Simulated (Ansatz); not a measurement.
C8H20Ge, SMILES `C[CH2][Ge]([CH2]C)([CH2]C)[CH2]C`, charge 0, multiplicity 1.

Q: Give a relaxed structure at PBE0-D4/def2-TZVP (the Gaussian-basis code of Ansatz). (Estimate.)

A: The calculation gave: 
Z-matrix (Å, degrees):
```
C
C 1 1.523
H 1 1.094 2 111.9
H 1 1.094 2 111.6 3 120.1
H 1 1.094 2 111.6 3 -120.1
Ge 2 1.969 1 113.6 3 180.0
H 2 1.095 1 110.5 3 58.5
H 2 1.095 1 110.5 3 -58.5
C 6 1.969 2 109.6 1 -60.1
C 6 1.969 2 109.1 1 179.8
C 6 1.969 2 109.6 1 59.7
C 9 1.523 6 113.6 2 -59.8
H 9 1.095 6 107.9 2 63.1
H 9 1.095 6 107.9 2 177.3
C 10 1.523 6 113.6 2 -179.8
H 10 1.095 6 107.9 2 -56.9
H 10 1.095 6 107.9 2 57.3
C 11 1.523 6 113.6 2 60.0
H 11 1.095 6 107.9 2 -177.1
H 11 1.095 6 107.9 2 -62.9
H 12 1.094 9 111.6 6 -59.9
H 12 1.094 9 111.9 6 -180.0
H 12 1.094 9 111.6 6 59.9
H 15 1.094 10 111.6 6 59.9
H 15 1.094 10 111.6 6 -59.9
H 15 1.094 10 111.9 6 -180.0
H 18 1.094 11 111.6 6 59.9
H 18 1.094 11 111.6 6 -59.8
H 18 1.094 11 111.9 6 -180.0
```
Point group D2d.
This is one stationary point; other conformers may exist.
